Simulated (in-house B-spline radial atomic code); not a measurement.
Values are calculated unless marked as measured or tabulated.
# What the choice of pseudopotential does to G0W0 on PBE: Cd²⁺

All numbers come from a B-spline radial code for spherical atoms, non-relativistic (model numbers for so heavy an element), configuration [Kr] 4d10, open shells at high spin. Semilocal Troullier-Martins pseudo-atoms, one channel per l, are made with PBE or LDA for several valence sets and radii, with or without a model core, and set against the all-electron atom. One channel fits only the lowest state of its l, so a second state of that l is approximate. All electrons give 4d: PBE -30.85 eV, G0W0 -38.35 eV. Potentials are made in the ion's own configuration unless the neutral atom is named, and a smooth local potential serves every l without a channel. Potentials that miss their own reference levels by more than 6 millihartree, or need radii over 3.5 bohr, are left out. Columns give pseudo minus all-electron, in eV; a dash marks a level in the core or of low weight.

| valence | made with | radii (bohr) | model core (bohr) | 4d PBE | 4d G0W0 |
| --- | --- | --- | --- | --- | --- |
| 4d | PBE, neutral atom | s 1.95 p 2.69 d 0.78 | none | +0.11 | +3.39 |
| 4d | PBE, neutral atom | s 3.17 p 3.40 d 1.26 | none | -0.04 | +3.54 |
| 4d | PBE | s 1.80 p 2.12 d 0.78 | 0.80 | 0.00 | +3.12 |
| 4d | PBE | s 2.03 p 2.38 d 0.88 | 0.80 | 0.00 | +3.31 |
| 4d | PBE, neutral atom | s 2.81 p 3.40 d 1.12 | 0.80 | +0.01 | +3.51 |
| 4p 4d | PBE, neutral atom | s 1.95 p 0.69 d 0.78 | none | +0.06 | +1.01 |
| 4p 4d | PBE, neutral atom | s 2.20 p 0.78 d 0.88 | none | +0.08 | +1.05 |
| 4p 4d | PBE | s 2.25 p 0.86 d 0.97 | 0.60 | 0.00 | +0.97 |
| 4p 4d | PBE, neutral atom | s 3.17 p 1.12 d 1.26 | 0.60 | -0.09 | +1.08 |
| 4s 4p 4d | PBE | s 0.66 p 0.69 d 0.78 | none | 0.00 | -0.08 |
| 4s 4p 4d | PBE, neutral atom | s 0.83 p 0.86 d 0.97 | none | -0.15 | -0.31 |
| 4s 4p 4d | PBE | s 0.66 p 0.69 d 0.78 | 0.58 | 0.00 | -0.08 |
| 4s 4p 4d | PBE | s 0.74 p 0.78 d 0.88 | 0.58 | 0.00 | -0.15 |
| 4s 4p 4d | PBE | s 0.95 p 0.99 d 1.12 | 0.58 | 0.00 | -0.12 |

(1) How does the G0W0 shift of 4d, which all sets hold, depend on the valence set?

## Answers

(1) Mean size: 4s 4p 4d: 0.15 eV; 4p 4d: 1.03 eV; 4d: 3.37 eV. A semicore state feels strong exchange with the other subshells of its n, so the gain is largest when that whole shell is in the valence. The means mix radii and the functional used in making the potentials.
